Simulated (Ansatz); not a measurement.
System: CLiN, net charge 0, singlet state. SMILES: [Li][C][N]
Geometry: optimised at B3LYP-D3(BJ)/def2-TZVP (Ansatz, a quantum-chemistry and plane-wave program).

Atomisation energy built up term by term with Ansatz (kcal/mol; UHF references for open shells; valence terms freeze the core; atomic spin-orbit terms are left out; no core correlation term is included; no scalar relativity (X2C) term is included). CBS(X,Y): correlation extrapolated as X^-3; Hartree-Fock from the larger set.

```
term                                     basis  kcal/mol
----------------  ----------------------------  --------
Hartree-Fock                       def2-QZVPPD       [?]
CCSD correlation  CBS(def2-TZVPPD,def2-QZVPPD)       [?]
(T)               CBS(def2-TZVPPD,def2-QZVPPD)      9.92
sum: De                                              [?]
```

Question: Some entries are withheld; supply them.

Answer: 
- Hartree-Fock, kcal/mol: 179.86
- CCSD correlation, kcal/mol: 101.42
- sum: De, kcal/mol: 291.2
